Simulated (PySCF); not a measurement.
A structure optimised at PBE-D3(BJ)/def2-SVP, used in a PySCF frequency run:

```
N
H 1 1.0211
B 1 1.4398 2 118.61
O 3 1.3938 1 121.55 2 -17.04
H 4 0.9707 3 111.81 1 -9.35
N 3 1.4262 4 116.72 5 169.58
H 6 1.0157 3 124.65 4 171.28
H 6 1.0174 7 114.38 3 175.99
C 1 1.4500 2 113.93 3 162.96
H 9 1.1124 1 108.10 2 159.24
H 9 1.1132 10 105.09 1 117.24
C 9 1.5346 10 109.56 11 117.45
H 12 1.1093 9 110.62 10 63.03
H 12 1.1100 13 107.33 9 -121.14
H 12 1.1102 13 108.34 14 -116.17
```

**Question.** Write its SMILES and formula.

**Answer.** CCNB(N)O, C2H9BN2O

**Question.** What are its rotational constants (standard atomic weights)?

**Answer.** 6.4272, 2.0449, 1.7486 GHz
